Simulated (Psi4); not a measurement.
Intermolecular potential of C2H3N ··· CS2 (SMILES CC#N and S=C=S). Monomers: optimised at B3LYP-D3(BJ) (def2-TZVP), held rigid. Orientation: a random orientation, not optimised. The monomers approach along the line of their centres of mass (distance R); nothing else relaxes.

Geometry at R = 5.24 Å (first 6 atoms: monomer A):
```
9

C     -0.4886     0.0012     0.0017
C      0.9658    -0.0024    -0.0034
N      2.1151    -0.0053    -0.0074
H     -0.8685    -0.6494    -0.7862
H     -0.8616    -0.3555     0.9619
H     -0.8622     1.0115    -0.1667
S     -2.6325    -1.6205     3.2257
C     -1.7208    -1.2292     4.4201
S     -0.8093    -0.8380     5.6147
```

PBE/def2-TZVP, counterpoise-corrected (Psi4); PBE-D3(BJ)/def2-TZVP, counterpoise-corrected (Psi4); B3LYP-D3(BJ)/def2-TZVP, counterpoise-corrected (Psi4); SAPT0/jun-cc-pVDZ, frozen core (Psi4).

Interaction energies in kJ/mol; the last columns give the difference from SAPT0:

```json
[
 {"R / Å": "4.66", "PBE/def2-TZVP": "1.65", "PBE-D3(BJ)/def2-TZVP": "-2.82", "B3LYP-D3(BJ)/def2-TZVP": "-1.91", "SAPT0/jun-cc-pVDZ": "1.90", "PBE/def2-TZVP − SAPT0/jun-cc-pVDZ": "-0.25", "PBE-D3(BJ)/def2-TZVP − SAPT0/jun-cc-pVDZ": "-4.73", "B3LYP-D3(BJ)/def2-TZVP − SAPT0/jun-cc-pVDZ": "-3.82"},
 {"R / Å": "4.88", "PBE/def2-TZVP": "-0.74", "PBE-D3(BJ)/def2-TZVP": "-4.43", "B3LYP-D3(BJ)/def2-TZVP": "-3.82", "SAPT0/jun-cc-pVDZ": "-1.15", "PBE/def2-TZVP − SAPT0/jun-cc-pVDZ": "0.41", "PBE-D3(BJ)/def2-TZVP − SAPT0/jun-cc-pVDZ": "-3.29", "B3LYP-D3(BJ)/def2-TZVP − SAPT0/jun-cc-pVDZ": "-2.67"},
 {"R / Å": "5.01", "PBE/def2-TZVP": "-1.35", "PBE-D3(BJ)/def2-TZVP": "-4.63", "B3LYP-D3(BJ)/def2-TZVP": "-4.09", "SAPT0/jun-cc-pVDZ": "-1.95", "PBE/def2-TZVP − SAPT0/jun-cc-pVDZ": "0.59", "PBE-D3(BJ)/def2-TZVP − SAPT0/jun-cc-pVDZ": "-2.69", "B3LYP-D3(BJ)/def2-TZVP − SAPT0/jun-cc-pVDZ": "-2.14"},
 {"R / Å": "5.24", "PBE/def2-TZVP": "-1.71", "PBE-D3(BJ)/def2-TZVP": "-4.34", "B3LYP-D3(BJ)/def2-TZVP": "-3.83", "SAPT0/jun-cc-pVDZ": "-2.40", "PBE/def2-TZVP − SAPT0/jun-cc-pVDZ": "0.70", "PBE-D3(BJ)/def2-TZVP − SAPT0/jun-cc-pVDZ": "-1.94", "B3LYP-D3(BJ)/def2-TZVP − SAPT0/jun-cc-pVDZ": "-1.43"},
 {"R / Å": "5.44", "PBE/def2-TZVP": "-1.64", "PBE-D3(BJ)/def2-TZVP": "-3.79", "B3LYP-D3(BJ)/def2-TZVP": "-3.29", "SAPT0/jun-cc-pVDZ": "-2.31", "PBE/def2-TZVP − SAPT0/jun-cc-pVDZ": "0.67", "PBE-D3(BJ)/def2-TZVP − SAPT0/jun-cc-pVDZ": "-1.48", "B3LYP-D3(BJ)/def2-TZVP − SAPT0/jun-cc-pVDZ": "-0.98"},
 {"R / Å": "5.62", "PBE/def2-TZVP": "-1.45", "PBE-D3(BJ)/def2-TZVP": "-3.24", "B3LYP-D3(BJ)/def2-TZVP": "-2.76", "SAPT0/jun-cc-pVDZ": "-2.08", "PBE/def2-TZVP − SAPT0/jun-cc-pVDZ": "0.62", "PBE-D3(BJ)/def2-TZVP − SAPT0/jun-cc-pVDZ": "-1.17", "B3LYP-D3(BJ)/def2-TZVP − SAPT0/jun-cc-pVDZ": "-0.68"},
 {"R / Å": "5.93", "PBE/def2-TZVP": "-1.07", "PBE-D3(BJ)/def2-TZVP": "-2.37", "B3LYP-D3(BJ)/def2-TZVP": "-1.95", "SAPT0/jun-cc-pVDZ": "-1.60", "PBE/def2-TZVP − SAPT0/jun-cc-pVDZ": "0.53", "PBE-D3(BJ)/def2-TZVP − SAPT0/jun-cc-pVDZ": "-0.77", "B3LYP-D3(BJ)/def2-TZVP − SAPT0/jun-cc-pVDZ": "-0.34"},
 {"R / Å": "6.24", "PBE/def2-TZVP": "-0.74", "PBE-D3(BJ)/def2-TZVP": "-1.68", "B3LYP-D3(BJ)/def2-TZVP": "-1.35", "SAPT0/jun-cc-pVDZ": "-1.19", "PBE/def2-TZVP − SAPT0/jun-cc-pVDZ": "0.44", "PBE-D3(BJ)/def2-TZVP − SAPT0/jun-cc-pVDZ": "-0.49", "B3LYP-D3(BJ)/def2-TZVP − SAPT0/jun-cc-pVDZ": "-0.17"},
 {"R / Å": "6.73", "PBE/def2-TZVP": "-0.38", "PBE-D3(BJ)/def2-TZVP": "-0.95", "B3LYP-D3(BJ)/def2-TZVP": "-0.79", "SAPT0/jun-cc-pVDZ": "-0.73", "PBE/def2-TZVP − SAPT0/jun-cc-pVDZ": "0.34", "PBE-D3(BJ)/def2-TZVP − SAPT0/jun-cc-pVDZ": "-0.22", "B3LYP-D3(BJ)/def2-TZVP − SAPT0/jun-cc-pVDZ": "-0.06"},
 {"R / Å": "7.43", "PBE/def2-TZVP": "-0.14", "PBE-D3(BJ)/def2-TZVP": "-0.43", "B3LYP-D3(BJ)/def2-TZVP": "-0.40", "SAPT0/jun-cc-pVDZ": "-0.38", "PBE/def2-TZVP − SAPT0/jun-cc-pVDZ": "0.24", "PBE-D3(BJ)/def2-TZVP − SAPT0/jun-cc-pVDZ": "-0.05", "B3LYP-D3(BJ)/def2-TZVP − SAPT0/jun-cc-pVDZ": "-0.03"},
 {"R / Å": "8.44", "PBE/def2-TZVP": "-0.04", "PBE-D3(BJ)/def2-TZVP": "-0.16", "B3LYP-D3(BJ)/def2-TZVP": "-0.18", "SAPT0/jun-cc-pVDZ": "-0.16", "PBE/def2-TZVP − SAPT0/jun-cc-pVDZ": "0.13", "PBE-D3(BJ)/def2-TZVP − SAPT0/jun-cc-pVDZ": "0.00", "B3LYP-D3(BJ)/def2-TZVP − SAPT0/jun-cc-pVDZ": "-0.01"},
 {"R / Å": "9.72", "PBE/def2-TZVP": "-0.01", "PBE-D3(BJ)/def2-TZVP": "-0.06", "B3LYP-D3(BJ)/def2-TZVP": "-0.07", "SAPT0/jun-cc-pVDZ": "-0.07", "PBE/def2-TZVP − SAPT0/jun-cc-pVDZ": "0.05", "PBE-D3(BJ)/def2-TZVP − SAPT0/jun-cc-pVDZ": "0.00", "B3LYP-D3(BJ)/def2-TZVP − SAPT0/jun-cc-pVDZ": "0.00"}
]
```

PBE/def2-TZVP is furthest from SAPT0/jun-cc-pVDZ at 5.24 (0.70 kJ/mol, above); its mean absolute difference over the points is 0.41 kJ/mol.

PBE-D3(BJ)/def2-TZVP is furthest from SAPT0/jun-cc-pVDZ at 4.66 (-4.73 kJ/mol, below); its mean absolute difference over the points is 1.40 kJ/mol.

B3LYP-D3(BJ)/def2-TZVP is furthest from SAPT0/jun-cc-pVDZ at 4.66 (-3.82 kJ/mol, below); its mean absolute difference over the points is 1.03 kJ/mol.
